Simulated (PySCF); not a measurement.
B(F)(Me)(Vi), SMILES C=CB(C)F (CAM-B3LYP/def2-SVP optimised geometry):

```
11

B      0.684     0.258     0.000
F      2.020     0.258     0.000
C     -0.023     1.655     0.000
H     -1.113     1.624     0.131
H      0.189     2.158    -0.960
H      0.410     2.300     0.782
C     -0.005    -1.137    -0.021
C     -1.332    -1.309    -0.028
H      0.631    -2.031    -0.033
H     -1.797    -2.300    -0.047
H     -2.020    -0.458    -0.015
```

Computed with CAM-B3LYP/def2-TZVP in PySCF.

Question: What are the frontier orbital energies and the dipole moment?

Answer: HOMO-2 -12.13 eV, HOMO-1 -10.17 eV, HOMO -9.64 eV, LUMO -0.26 eV, LUMO+1 1.75 eV; dipole moment 1.69 D.

Meta-Löwdin charges at CAM-B3LYP/def2-TZVP: B1 0.45, F2 -0.30, C3 -0.48, H4 0.12, H5 0.14, H6 0.13, C7 -0.23, C8 -0.18, H9 0.12, H10 0.12, H11 0.12.
